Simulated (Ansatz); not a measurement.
Ansatz results at the PBE0-D4/def2-TZVP geometry: HOMO energy (ωB97M-V/def2-TZVPP) -9.38 eV; HOMO energy (PBE0/def2-TZVPP) -6.97 eV; ideal-gas entropy at 298 K and 1 bar (rigid rotor, harmonic PBE0-D4/def2-TZVP) 296 J/(mol·K).

Each molecule was computed in one conformer, which needn't be the lowest.

Task: Which molecule gave them?
A. `CB(N)F`
B. `NBCF`
C. `CNBF`
D. `NCBF`

Result: D. The others give `CNBF`: -10.13, -7.78, 291; `NBCF`: -10.99, -8.59, 290; `CB(N)F`: -10.69, -8.28, 296.
